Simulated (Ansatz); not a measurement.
```yaml
crystal:
  periodic: [false, false, false]
  atoms:
    - {symbol: C, position_ang: [0.428883, -0.678003, 3.500415]}
    - {symbol: C, position_ang: [-0.145298, -0.012008, 2.277110]}
    - {symbol: O, position_ang: [-0.136903, -0.968527, 1.222058]}
    - {symbol: C, position_ang: [-0.417210, -0.472461, -0.030177]}
    - {symbol: O, position_ang: [0.530698, 0.448951, -0.480328]}
    - {symbol: C, position_ang: [1.790019, -0.126676, -0.764109]}
    - {symbol: C, position_ang: [2.680977, 0.940130, -1.345379]}
    - {symbol: O, position_ang: [-1.643711, 0.158646, -0.001718]}
    - {symbol: C, position_ang: [-2.096034, 0.708478, -1.228312]}
    - {symbol: C, position_ang: [-2.391736, -0.332861, -2.287154]}
    - {symbol: H, position_ang: [-0.160336, -1.555454, 3.774308]}
    - {symbol: H, position_ang: [1.457733, -0.998927, 3.324089]}
    - {symbol: H, position_ang: [0.424073, 0.016188, 4.343740]}
    - {symbol: H, position_ang: [-1.170370, 0.324293, 2.456835]}
    - {symbol: H, position_ang: [0.448269, 0.861370, 1.987724]}
    - {symbol: H, position_ang: [-0.415081, -1.352089, -0.692868]}
    - {symbol: H, position_ang: [2.225562, -0.544969, 0.150992]}
    - {symbol: H, position_ang: [1.664021, -0.957565, -1.473970]}
    - {symbol: H, position_ang: [2.252946, 1.344498, -2.264774]}
    - {symbol: H, position_ang: [2.809013, 1.761362, -0.637520]}
    - {symbol: H, position_ang: [3.665574, 0.526991, -1.574739]}
    - {symbol: H, position_ang: [-1.370234, 1.439686, -1.595769]}
    - {symbol: H, position_ang: [-3.009682, 1.244479, -0.964602]}
    - {symbol: H, position_ang: [-1.485166, -0.827674, -2.642162]}
    - {symbol: H, position_ang: [-3.074785, -1.093966, -1.903918]}
    - {symbol: H, position_ang: [-2.861226, 0.146118, -3.149790]}
basis:
  gaussian: {orbitals: aug-cc-pVTZ}
total_charge: 1
magnetization: {spin_polarized: true, initial_magnetization: 1}
hamiltonian: {xc: {name: HF}}
correlation: {active_space: {window: {electrons: 6, orbitals: 2}}}
```

```sh
$ ansatz run in.yaml --threads 4 --pin off --events-out ev --progress --plain --max-ram 66560MiB --backend cuda --devices 0, --max-vram 37GiB
```

(1) How does Ansatz answer? (Best estimate.)

Answers

(1) Computed: The input was rejected before any iteration.
```
Error: invalid value for `correlation.active_space`: it starts from restricted Hartree–Fock orbitals; set hamiltonian.xc: hf without magnetization.spin_polarized
```
